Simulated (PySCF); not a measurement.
A small calculation by hand: entropy of an ideal gas

BH4, SMILES [BH4-], charge -1.

The structure is a stationary point at PBE-D3(BJ)/def2-TZVPD.

PBE-D3(BJ)/def2-TZVPD (PySCF) gives the harmonic wavenumbers 1025, 1025, 1025, 1148, 1148, 2224, 2224, 2224, 2227 cm⁻¹ and the rotational temperatures 5.8223, 5.8223, 5.8223 K. The molar mass is 14.84 g/mol, the symmetry number 12, the spin multiplicity 1.

Q: Work out the entropy at 298.15 K and 1 atm in the rigid-rotor, harmonic-oscillator model.

A: 
Translation (Sackur–Tetrode at 1 atm): S = R[1.5 ln M + 2.5 ln T − 1.16487] = 142.4 J/(mol K).
Rotation: q = (√π/σ) T^1.5/√(θA θB θC) = 54.1, S = R[ln q + 3/2] = 45.7 J/(mol K).
Vibration: with u = 1.4388 ν/T, each mode gives R[u/(e^u − 1) − ln(1 − e^−u)]:
| ν (cm⁻¹) | modes | u | S (J/(mol K)) |
|---|---|---|---|
| 1025 | 3 | 4.95 | 1.06 |
| 1148 | 2 | 5.54 | 0.43 |
The stiffer modes add less than 0.005 each. Sum 1.5 J/(mol K).
Spin: R ln 1 = 0.0 J/(mol K).
Total 189.5 J/(mol K); the program's own thermochemistry gives 189.5. Translation makes up 75 % and vibration 1 %. Anharmonicity, hindered rotation and orbital degeneracy are left out.
